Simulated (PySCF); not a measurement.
An unknown shows these calculated signals:

1H NMR (400 MHz, computed): δ 6.80 (m, 1H), 5.63 (m, 1H), 5.45 (m, 1H), 4.87 (m, 1H), 3.77 (m, 1H), 3.48 (s, 3H), 3.11 (s, 3H), 2.81 (m, 1H).

13C{1H} NMR (computed): δ 147.1 (C), 137.5 (CH), 119.9 (CH2), 89.3 (CH), 61.8 (CH2), 59.1 (CH3), 42.2 (CH3).

Computed data (PySCF 2.14.0 with density-fitted response routines): GFN2-xTB structure, shieldings: GIAO PBE0/pcSseg-1. Relativity neglected, single conformer, isolated molecule, one averaged value for each set of equivalent atoms.

δ = σ(ref) − σ, references computed at the same level: 1H (σref 31.72) and 13C (σref 186.93) against TMS.

Q: Which of these does the molecule contain: a vinyl group CH=CH2, a three-membered ring, a methoxy group, a Si–H bond, an N-methyl group, an aldehyde?

A: 
- A vinyl group CH=CH2: yes (δC 119.9, 137.5; δH 5.63 (m), 5.45 (m), 6.80 (m)).
- A three-membered ring: no.
- A methoxy group: yes (δC 59.1; δH 3.48 (s)).
- A Si–H bond: no.
- An N-methyl group: yes (δC 42.2; δH 3.11 (s)).
- An aldehyde: no.

The data belong to SMILES C=CC1=NN(C)C[C@@H]1OC, C7H12N2O; they needn't prove each group on their own.

Carbon signals by region: 3 in the sp2 and nitrile region (100–160 ppm), 3 at 50–100 ppm, 1 below 50 ppm.

Shifts are as computed. Against solution values, carbons near 30 ppm lie about +3 ppm off and those near 130 ppm about +5 ppm. Of 1211 compounds with measured shifts, 218 miss one by over three times the rms of a fit or turn the order of signals round; such compounds aren't used in these exercises. Multiplicities follow the n + 1 count of equivalent neighbours, as no J values were calculated; m marks all less simple cases, F and P coupling included.
